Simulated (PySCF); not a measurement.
Compound: CH₆AsNSi₂.
Bonds: N1–C2 (triple), C2–Si3, Si3–As4, As4–Si5. Hydrogens: H6, H7 on Si3; H8 on As4; H9, H10, H11 on Si5.

A GFN2-xTB structure was refined with PBE0-D3(BJ)/def2-SVP geometry optimisation, gas phase (PySCF 2.14.0). Its GFN2-xTB values:

| coordinate | GFN2-xTB |
| --- | --- |
| N1≡C2 | 1.122 Å |
| C2–Si3 | 1.865 Å |
| Si3–As4 | 2.365 Å |
| Si3–H6 | 1.477 Å |
| As4–Si5 | 2.300 Å |
| As4–H8 | 1.503 Å |
| Si5–H9 | 1.458 Å |
| N1–C2–Si3 | 175.7° |
| C2–Si3–As4 | 104.5° |
| Si3–As4–Si5 | 97.5° |
| C2–Si3–As4–Si5 | 72° |

How do these coordinates change at the PBE0-D3(BJ)/def2-SVP level?

```
    coordinate  PBE0-D3(BJ)/def2-SVP (Å or °)  change
       As4–Si5                          2.379  +0.079
         N1≡C2                          1.160  +0.038
        Si5–H9                          1.492  +0.034
        As4–H8                          1.528  +0.025
        Si3–H6                          1.490  +0.013
        C2–Si3                          1.859  -0.006
       Si3–As4                          2.360  -0.005
   Si3–As4–Si5                           92.9    -4.6
     N1–C2–Si3                          177.2    +1.5
    C2–Si3–As4                          105.7    +1.2
C2–Si3–As4–Si5                             64      -8
```

The energy falls by 21.2 kJ/mol over 11 energy and gradient evaluations, the largest force component goes from 0.1042 to 1.9e-04 Eh/bohr, and the atoms move by 0.206 Å rms after alignment. The bond that changes most is As4–Si5 (ends: arsenic bonded to 2 Si and H; SiH3 silicon), which lengthens by 0.079 Å. Bonds longer at the end by more than 0.005 Å: 8 of 10; shorter: 1. Among the dihedrals that turn most is H6–Si3–As4–H8, from 51° to 39°. Rotational constants go from 2623, 1246, 1002 to 2449, 1312, 999.4 MHz.

The run used 126 basis functions and 71 SCF cycles in all.

No frequency check. One conformer, not necessarily the lowest.
